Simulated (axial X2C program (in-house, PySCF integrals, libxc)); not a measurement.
TbSe: the levels of the configuration f8 s1

Calculated with an in-house all-electron X2C program for linear molecules (integrals from PySCF): two-component X2C with atomic mean-field Coulomb and Gaunt terms, basis Tb dyall-v3z, Se dyall-v3z (cores contracted in-house). Orbitals come from Hartree–Fock averaged over the configuration Tb f8 s1; CI then distributes these electrons over the f, s shells of Tb.

R = 2.454 Å (near the minimum of the configuration average).

Lowest levels of this model:

```json
{"Ω": "13/2", "energy (cm⁻¹)": "0", "g∥": "19.95", "μ (D)": "-7.80", "configuration": "100% f8 s1"}
{"Ω": "11/2", "energy (cm⁻¹)": "289", "g∥": "16.44", "μ (D)": "-7.80", "configuration": "100% f8 s1"}
{"Ω": "9/2", "energy (cm⁻¹)": "578", "g∥": "13.01", "μ (D)": "-7.80", "configuration": "100% f8 s1"}
{"Ω": "7/2", "energy (cm⁻¹)": "862", "g∥": "9.68", "μ (D)": "-7.79", "configuration": "100% f8 s1"}
{"Ω": "5/2", "energy (cm⁻¹)": "1126", "g∥": "6.54", "μ (D)": "-7.79", "configuration": "100% f8 s1"}
{"Ω": "3/2", "energy (cm⁻¹)": "1344", "g∥": "3.68", "μ (D)": "-7.78", "configuration": "100% f8 s1"}
{"Ω": "1/2", "energy (cm⁻¹)": "1475", "g∥": "1.17", "μ (D)": "-7.77", "configuration": "100% f8 s1"}
{"Ω": "11/2", "energy (cm⁻¹)": "1944", "g∥": "17.00", "μ (D)": "-7.80", "configuration": "100% f8 s1"}
{"Ω": "9/2", "energy (cm⁻¹)": "2170", "g∥": "13.56", "μ (D)": "-7.79", "configuration": "100% f8 s1"}
{"Ω": "7/2", "energy (cm⁻¹)": "2345", "g∥": "10.20", "μ (D)": "-7.79", "configuration": "100% f8 s1"}
{"Ω": "5/2", "energy (cm⁻¹)": "2472", "g∥": "6.98", "μ (D)": "-7.78", "configuration": "100% f8 s1"}
{"Ω": "3/2", "energy (cm⁻¹)": "2557", "g∥": "3.97", "μ (D)": "-7.78", "configuration": "100% f8 s1"}
{"Ω": "1/2", "energy (cm⁻¹)": "2601", "g∥": "1.26", "μ (D)": "-7.78", "configuration": "100% f8 s1"}
{"Ω": "11/2", "energy (cm⁻¹)": "2970", "g∥": "16.42", "μ (D)": "-7.80", "configuration": "100% f8 s1"}
{"Ω": "9/2", "energy (cm⁻¹)": "3225", "g∥": "12.86", "μ (D)": "-7.80", "configuration": "100% f8 s1"}
{"Ω": "7/2", "energy (cm⁻¹)": "3448", "g∥": "9.59", "μ (D)": "-7.80", "configuration": "100% f8 s1"}
{"Ω": "1/2", "energy (cm⁻¹)": "3578", "g∥": "1.20", "μ (D)": "-7.79", "configuration": "100% f8 s1"}
{"Ω": "5/2", "energy (cm⁻¹)": "3584", "g∥": "6.60", "μ (D)": "-7.79", "configuration": "100% f8 s1"}
{"Ω": "3/2", "energy (cm⁻¹)": "3607", "g∥": "3.71", "μ (D)": "-7.79", "configuration": "100% f8 s1"}
{"Ω": "7/2", "energy (cm⁻¹)": "3816", "g∥": "11.30", "μ (D)": "-7.78", "configuration": "100% f8 s1"}
{"Ω": "5/2", "energy (cm⁻¹)": "3833", "g∥": "7.67", "μ (D)": "-7.78", "configuration": "100% f8 s1"}
{"Ω": "9/2", "energy (cm⁻¹)": "3865", "g∥": "14.92", "μ (D)": "-7.78", "configuration": "100% f8 s1"}
{"Ω": "3/2", "energy (cm⁻¹)": "3894", "g∥": "4.61", "μ (D)": "-7.78", "configuration": "100% f8 s1"}
{"Ω": "1/2", "energy (cm⁻¹)": "3917", "g∥": "1.70", "μ (D)": "-7.77", "configuration": "100% f8 s1"}
```

g∥ is the magnitude of 2⟨Lz + ge Sz⟩ for the +Ω component. μ is positive if the Se end is positive.

**Question.** From Ω and g∥ of the lowest level, whose 2⟨Lz + ge Sz⟩ is positive, find ⟨Sz⟩ and ⟨Lz⟩ (ge = 2.0023).

**Answer.** Ω = ⟨Lz⟩ + ⟨Sz⟩ = 13/2 and ⟨Lz⟩ + ge⟨Sz⟩ = 9.975, so ⟨Sz⟩ = 3.47 and ⟨Lz⟩ = 3.03.

Occupations of the active spinors in the lowest level by ω, shell by shell in order of energy: -7/2: 0.00; -5/2: 0.92 0.08; -3/2: 0.82 0.18; -1/2: 0.67 0.33 0.00; 1/2: 0.49 0.51 1.00; 3/2: 0.32 0.68; 5/2: 1.00 1.00; 7/2: 1.00. The leading determinant has weight 0.18 among 325.

This point took 3.4 s on 1 thread of Arm Neoverse V1, on a shared host.

Dynamic correlation is missing, so gaps between terms are too wide and other configurations may lie lower; the lowest level listed is that of this model, not necessarily the ground state. At most 4 roots were kept for each Ω > 0 (twice that for Ω = 0) within 2.2 eV of the lowest, so higher up levels can be missing between those listed; levels with Ω > 0 are doubly degenerate and listed once, Ω = 0 levels singly.
